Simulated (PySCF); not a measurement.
Two-component Hartree-Fock for Si⁺ (silicon, charge +1)

Start: [Ne] 3s2 4s1; 4s1/2 filled at m_j = +1/2. Calculated with PySCF 2.14 in x2c-SVPall-2c with one added diffuse shell each of s, p type (5s5p1d, 25 functions): generalised Hartree-Fock with the X2C-1e Hamiltonian and a Gaussian nucleus; one run each with spin-orbit coupling (SO) switched off, then screened by Boettger's factors. This is a chosen level, not necessarily the ground level.

```
spinor shell  electrons  ε, spin-free (eV)  ε, screened SO (eV)  weight of nominal j (screened SO)  rms radius, screened SO (bohr)
       1s1/2          2            -1891.9              -1891.9                              1.000                           0.129
       2s1/2          2            -183.63              -183.63                              1.000                           0.612
       2p1/2          2            -131.11              -131.57                              0.999                           0.597
       2p3/2          4            -131.11              -130.88                              0.999                           0.599
       3s1/2          2            -26.577              -26.577                              1.000                            2.14
       4s1/2          1             -7.835               -7.835                              1.000                            5.70
```

| quantity | spin-free | screened SO |
| --- | --- | --- |
| E (hartree) | -288.77550 | -288.77564 |
| M_J | 1/2 | 1/2 |
| ⟨J²⟩ | 0.750 | 0.750 |
| ⟨L²⟩ | 0.000 | 0.000 |
| ⟨S²⟩ | 0.750 | 0.750 |

Each row is a mean over spinors that exchange with the open shell spreads, by up to 0.347 eV (3s1/2).

Without spin-orbit coupling the j labels of p, d and f shells carry no meaning; the spin-free column gives the mean over the occupied spinors of each nl shell.
